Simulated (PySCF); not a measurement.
Task: Write Cartesian coordinates for InChI=1S/CH7NOSi3/c2-1-6(5)3-4/h6H,4-5H3/t6-/m0/s1 as optimised with PBE0-D3(BJ)/def2-SVP.

Result: 
```xyz
13
CH7NOSi3 angstrom
N      0.728    2.904   -1.181
C      0.418    1.785   -1.173
Si    -0.125   -0.001   -1.102
Si    -2.247   -0.023   -0.105
O      0.977   -0.837   -0.205
Si     1.905   -0.815    1.181
H     -0.104   -0.496   -2.503
H     -3.188    0.810   -0.913
H     -2.750   -1.428   -0.038
H     -2.132    0.534    1.276
H      2.765   -2.030    1.169
H      2.744    0.417    1.206
H      1.013   -0.837    2.378
```

Any rigid rotation of these coordinates is as good. Atoms count from 1 in this order. Si4 (SiH3 silicon) is tetrahedral (angles from 108.6° to 109.9°). Si3 (oxygen-bound silicon) is distorted tetrahedral (angles from 106.2° to 114.2°). O5 (siloxane oxygen) is bent (angle 144.8°). Si6 (oxygen-bound silicon) is tetrahedral (angles from 107.7° to 110.5°).

Bonds between heavy atoms (Å): N1≡C2 1.160, C2–Si3 1.869, Si3–Si4 2.345, Si3–O5 1.649, O5–Si6 1.668.

Computed with PBE0-D3(BJ)/def2-SVP geometry optimisation, gas phase (PySCF).

Point group: C1 (no symmetry element, even within 0.4 Å). Stationary, but not proved a minimum. The numbers are those of one conformer (C2–Si3–O5–Si6 44°).

On one thread, Arm Neoverse V1 (aarch64), no GPU, shared host with 32 logical CPUs at a one-minute load of 31, this took 1.7 min wall and 0.56 GiB of memory at its peak. That covers the optimisation of the geometry.
